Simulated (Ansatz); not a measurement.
Gas-phase electronic energies from Ansatz, PBE0-D4/def2-TZVP geometries. CCSD(T)/CBS is the MP2 limit (def2-TZVPP, def2-QZVPP) plus CCSD(T) − MP2 in def2-TZVPP, frozen cores. This one scheme is used for every species. DFT in def2-TZVPP. For Ge outer-core shells are correlated without core-valence functions, which leaves a few kJ/mol of doubt a bond. Scalar relativity is left out up to krypton. One conformer a species, not always the lowest.

`C[N](C)[Ge]([F])([F])[F]` + `C#C` → `C#[C][Ge]([F])([F])[F]` + `CNC`  (formal exchange of groups at a Ge–N bond)

```
             level  ΔE (kcal/mol)
         r2SCAN-D4            2.7
              PBE0            1.4
           r2SCANh            2.4
RPA@PBE/def2-TZVPP            2.4
     CCSD/def2-SVP            4.6
  CCSD(T)/def2-SVP            4.6
    MP2/def2-QZVPP            3.4
SCS-MP2/def2-QZVPP            2.9
```

(1) What does CCSD(T)/CBS give? (An estimate is asked.)

Largest T1 diagnostic among the species: 0.013.

Answers

(1) Ansatz gave: +3.7 kcal/mol. The listed levels differ from it by -1.0, -2.3, -1.3, -1.3, 0.9, 0.9, -0.3, -0.8 kcal/mol.

The D4 term adds +1.9 kcal/mol with B3LYP and +1.1 kcal/mol with PBE0; it sums over pairs of atoms, weighted by their polarisabilities, and B3LYP, whose exchange is more repulsive, gets the larger term. In def2-TZVPP, CCSD(T) changes the Hartree–Fock value by +1.2 kcal/mol (the triples alone add +0.1 kcal/mol) and MP2 by +1.3 kcal/mol.

B3LYP here is the variant with VWN-RPA as its local correlation; programs differ in this.
